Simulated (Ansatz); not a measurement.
```yaml
crystal:
  periodic: [false, false, false]
  atoms:
    - {symbol: O, position_ang: [-0.961317, 1.048041, 1.345827]}
    - {symbol: Al, position_ang: [0.147162, -0.036648, 0.689090]}
    - {symbol: F, position_ang: [1.393180, -0.630913, 1.589293]}
    - {symbol: C, position_ang: [-0.076233, -0.630920, -1.134409]}
    - {symbol: Cl, position_ang: [1.082669, 0.720472, -1.609424]}
    - {symbol: H, position_ang: [-0.861850, 1.466561, 2.198542]}
    - {symbol: H, position_ang: [0.376397, -1.557995, -1.475721]}
    - {symbol: H, position_ang: [-1.007807, -0.435699, -1.659100]}
basis:
  gaussian: {orbitals: def2-TZVPP}
hamiltonian: {xc: {name: PBE1PBE}, dispersion: d4}
scf: {lower_state_search: full}
output: {forces: true}
```

```sh
$ ansatz run in.yaml --threads 2 --pin off --events-out ev --progress --plain --max-ram 4352MiB
```

Shortened log:

```
Error: YAML parse error: error: line 14 column 19: hamiltonian.xc: no functional is named "PBE1PBE"; the names, which are not case-sensitive, are SVWN5, SPW92, PBE, PBE0, PBEsol, revPBE, revPBE0, RPBE, rPW86-PBE, HSE06, wPBEh, LC-wPBE, HISS, HF, BLYP, B3LYP, B3LYP5, BHLYP, CAM-B3LYP, r2SCAN, r2SCANh, r2SCAN0, r2SCAN50, m-r2SCAN, B97, wB97, wB97X, wB97X-V, B97M-V, wB97M-V, B2PLYP, B2GP-PLYP, PBE0-DH, PBE-QIDH
12 | basis:
13 |   gaussian: {orbitals: def2-TZVPP}
14 | hamiltonian: {xc: {name: PBE1PBE}, dispersion: d4}
15 | scf: {lower_state_search: full}
16 | output: {forces: true}
```

(1) What is wrong with this run?

Answers

(1) The method's name isn't one that the program takes here. The program refused the input.

HSE06 is defined as in plane-wave codes.
